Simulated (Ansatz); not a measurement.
Sn(CN)H3 (CH₃NSn). The state is a triplet with charge 0. Geometry PBE-D4/def2-TZVP, that of the neutral singlet; atoms count from 1.

```
atom   x (Å)   y (Å)   z (Å)
 Sn1   0.229   0.041  -0.621
  C2  -0.504  -0.093   1.371
  N3  -0.906  -0.162   2.462
  H4  -0.706   1.241  -1.396
  H5   0.013  -1.503  -1.318
  H6   1.875   0.476  -0.498
```

In the def2 sets Sn takes a core potential; there is no spin–orbit coupling. At PBE0-D4/def2-TZVP a singlet of charge 0 lies 5.97 eV below the triplet at the same geometry.

(1) Estimate the Mulliken populations from the PBE0/def2-TZVP orbitals of Ansatz.

(2) Where does the spin sit?

(3) And the Mayer bond orders between bonded heavy atoms (over 0.3)?

Results:

(1) 
```
atom  charge (e)  spin (α − β)
 Sn1        0.41          0.04
  C2       -0.30          0.90
  N3       -0.02          0.96
  H4       -0.03          0.06
  H5       -0.03          0.05
  H6       -0.03         -0.01
```
Mulliken values and Mayer orders depend strongly on the basis.

(2) Summed by element: Sn 0.04, C 0.90, N 0.96, H 0.10, of 2 unpaired in all. Largest on single atoms: N3 0.96, C2 0.90, H4 0.06.

(3) Sn1–C2 0.99 (2.13 Å); C2–N3 2.02 (1.17 Å).
